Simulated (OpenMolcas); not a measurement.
Ag2+ with 6 ligands (oxide) in trigonal antiprismatic coordination (D3d), a polar angle of 59.7° against the regular 54.74°. A charge of +1.67 e stands 2.6 Å behind each ligand. Ligand basis ANO-RCC-VDZP.

- Program: OpenMolcas 26.06
- Method: CASSCF
- Basis: ANO-RCC-VDZP [6s5p3d1f]
- Scalar Hamiltonian: DKH2, point nucleus
- Active space: 9 electrons in 5 orbitals (4d)
- State averaging: 2S+1 = 2 even, 5 roots
- Spin-orbit coupling: state interaction with AMFI integrals over the reference wave functions

All ligands move together. At R = 2.28 Å the first state of the same spin is 6735 cm-1, and at R = 2.41 Å it is 5015 cm-1.

A third run gives 6140 cm-1. What distance was it run at?

With a power law R^-n the two known points give n = -ln(5015 / 6735) / ln(2.41 / 2.28) = 5.32. Then R = 2.28 × (6735 / 6140)^(1/5.32) = 2.320 Å. The run was at 2.32 Å, so the estimate is off by 0 Å.

An orbital doublet at a regular site is open to a Jahn-Teller distortion, which this geometry leaves out. The oxide ions are held by bare point charges, a crude embedding. With metal d orbitals alone the field can be off either way by tens of per cent. Ligand-to-metal charge-transfer states are missing. No measured value stands beside these numbers; the geometry is a model, was not optimised and need not be the one that this ion takes.
